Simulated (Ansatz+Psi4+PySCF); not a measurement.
## sextet FeCl: levels of theory in one basis

```yaml
atoms:
  - { symbol: Fe, position_ang: [0.0000, 0.0000, 0.0000] }
  - { symbol: Cl, position_ang: [0.0000, 0.0000, 2.1760] }
```

Basis set: cc-pV(T+d)Z on Cl; cc-pVTZ on Fe (spherical functions). Left uncorrelated: 14 orbitals. Correlation on ROHF uses semicanonical orbitals with singles. Charge 0, multiplicity 6.

Computed with Ansatz (development build ahead of 0.2.0) and Psi4 1.11; each method stands on the lowest determinant of its kind that the runs found.

| method | E − E(ROHF) (eV) | <S²> of the determinant |
| --- | --- | --- |
| ROHF | 0.00 | 8.75 |
| UHF | -0.14 | 8.76 |
| ROHF-MP2 | -9.90 | – |
| UHF-MP2 | -10.00 | 8.76 |
| ROHF-CCSD | -10.49 | – |
| ROHF-CCSD(T) | -10.88 | – |
| UHF-CCSD(T) | -10.96 | 8.76 |

**Question.** What does UHF-CCSD give on the same scale?

**Answer.** -10.57 eV.

Caution: other spin multiplicities were not run. Caution for ROHF-CCSD(T): another reference gives a lower total.
